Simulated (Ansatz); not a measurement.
`FBF` + `O[SiH]1N=C1Cl` → `FB(F)Cl` + `O[SiH]1C=N1` at 400 K and 1 bar (redistribution).

Program: Ansatz. Geometries: PBE0-D4/def2-TZVP. ΔE: electronic, gas phase. CCSD(T)/CBS is the MP2 limit (def2-TZVPP, def2-QZVPP) plus CCSD(T) − MP2 in def2-TZVPP, frozen cores. This one scheme is used for every species. Each species was taken in one conformer, which may not be the lowest.

| species | CCSD(T)/CBS energy (Eh) | H − E (kJ/mol) | S (J/(mol·K)) |
| --- | --- | --- | --- |
| `FBF` | -225.09427 | 62.5 | 257.9 |
| `O[SiH]1N=C1Cl` | -917.98521 | 116.3 | 349.5 |
| `FB(F)Cl` | -684.31926 | 47.0 | 292.6 |
| `O[SiH]1C=N1` | -458.79823 | 134.5 | 313.4 |

H − E and S are ideal-gas, rigid-rotor, harmonic terms from PBE0-D4/def2-TZVP, for one conformer and one mirror image of each species. 1 Eh = 2625.50 kJ/mol, R = 8.31446 J/(mol·K).

Problem. By hand: ΔE, ΔH, ΔS and ΔG.

Solution. ΔE = (-684.31926) + (-458.79823) − (-225.09427) − (-917.98521) = -0.03801 Eh = -99.8 kJ/mol. Δ(H − E) = 47.0 + 134.5 − 62.5 − 116.3 = 2.7, so ΔH = -97.1 kJ/mol. ΔS = 292.6 + 313.4 − 257.9 − 349.5 = -1.4 J/(mol·K). ΔG = -97.1 − 400 × (-1.4)/1000 = -96.5 kJ/mol.

Problem. By hand: the equilibrium constant, and the temperature at which ΔG would vanish if ΔH and ΔS stayed fixed.

Solution. log₁₀ K = −ΔG/(RT ln 10) = 12.6. ΔG = 0 at ΔH/ΔS = 69357 K, far beyond where these terms or the molecules hold.

The number of gas molecules stays the same, so ΔS is small and ΔH decides. A doubt of 5 kJ/mol in ΔE shifts log₁₀ K by 0.7 here. Other conformers and mirror images would add mixing entropy, several J/(mol·K) or more a flexible species. These are equilibria of isolated gas molecules and say nothing of rates. Largest T1 diagnostic: 0.014 (customary marks: 0.02 for closed shells, 0.045 for open ones).
